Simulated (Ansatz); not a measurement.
A barrier at the coupled-cluster level

Start structure (SiNH5Cl2, singlet), relaxed at PBE0-D4/def2-TZVP:

```
atom    x (Å)    y (Å)    z (Å)
 Si1  -0.7408  -1.3899  -0.0156
  H2   0.6848  -1.2813   0.3263
 Cl3  -0.9051  -2.6305  -1.6398
 Cl4  -1.7083  -2.2333   1.5832
  H5  -1.4228  -0.1287  -0.3409
  H6   1.8741   1.5956   0.2783
  N7   0.8967   1.6624   0.0213
  H8   0.4617   2.3011   0.6764
  H9   0.8599   2.1047  -0.8893
```

The step: SiH₂Cl₂ ([Cl][SiH2][Cl]) + NH₃ → SiNH₃Cl₂ ([NH2][SiH]([Cl])[Cl]) + H₂; bonds formed: Si1–N7, H2–H6; bonds broken: Si1–H2, H6–N7. Program: Ansatz 0.2.0. Basis: def2-TZVPP and def2-QZVPP. Cores are frozen in the correlated methods. Extrapolation: Hartree–Fock as exp(−7.88 √X), correlation as X^−2.97. Energies below are by CCSD(T) at an estimated basis limit (MP2 extrapolated from triple and quadruple zeta, plus CCSD(T) − MP2 in triple zeta).

(1) What are the electronic barrier and the energy of the step, from the start structure to the end structure? (Judge from chemistry; the value comes from the calculation.)

T1 diagnostic: at most 0.010. The start structure is not quite a true minimum (one mode of 37i cm⁻¹).

Answers

(1) Computed: Barrier 181.9 kJ/mol; step energy -39.0 kJ/mol (downhill); reverse barrier, their difference, 221.0 kJ/mol. Barrier and step energy count from the start structure, the reverse barrier from the end structure.

The saddle point: One imaginary mode of 1471i cm⁻¹.
| pair | start (Å) | saddle (Å) | end (Å) |
| --- | --- | --- | --- |
| Si1–N7 | 3.46 | 1.85 | 1.69 |
| H2–H6 | 3.11 | 1.06 | 0.75 |
| Si1–H2 | 1.47 | 1.75 | 4.26 |
| H6–N7 | 1.01 | 1.28 | 2.92 |

Zero-point energy (harmonic, PBE0-D4): ZPE is 147.5 kJ/mol at the start and 141.5 kJ/mol at the saddle, so the barrier goes from 181.9 to 175.9 kJ/mol.

Labels in which every atom is bracketed show which atoms are joined, not bond orders.

For scale, one of the runs: CCSD(T)/def2-TZVPP, 227 basis functions, launched by `ansatz run in.yaml --threads 4 --pin off --events-out ev --progress --plain --max-ram 9574MiB`. Time: 68 s of wall clock on 4 CPU threads of an Arm Neoverse V2; the host was shared. Peak host memory: 3.5 GiB.
